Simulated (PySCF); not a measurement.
P (phosphorus, neutral) across methods

[Ne] 3s1 3p4, high-spin 4P determinant (an excited configuration). Computed with PySCF 2.14 in aug-cc-pV(Q+d)Z (7s6p5d3f2g, 89 functions), with the non-relativistic Hamiltonian (point nucleus).

```tsv
method	E (hartree)	mean ε 3s α (eV)	mean ε 3p α (eV)	mean ε 3p β (eV)	Σ⟨r²⟩ (bohr²)	⟨S²⟩
TPSS	-341.0035	-16.020	-7.099	-4.792	31.77	3.759
M06	-340.9506	-17.407	-7.878	-5.467	31.60	3.759
LDA	-339.7036	-15.666	-7.012	-4.744	32.12	3.758
UHF	-340.42867	-24.388	-11.879	-6.480	32.98	3.797
PW91	-340.9652	-15.720	-7.011	-4.799	31.93	3.757
PBE	-340.8203	-15.675	-6.972	-4.769	31.94	3.757
PBE0	-340.8493	-17.940	-8.284	-5.535	31.82	3.760
r2SCAN	-340.9670	-16.666	-7.443	-4.780	31.89	3.768
```

**Question.** Estimate the same row for LC-wPBE.

**Answer.** E (hartree) = -340.8672; mean ε 3s α (eV) = -21.420; mean ε 3p α (eV) = -11.062; mean ε 3p β (eV) = -7.925; Σ⟨r²⟩ (bohr²) = 31.48; ⟨S²⟩ = 3.759.
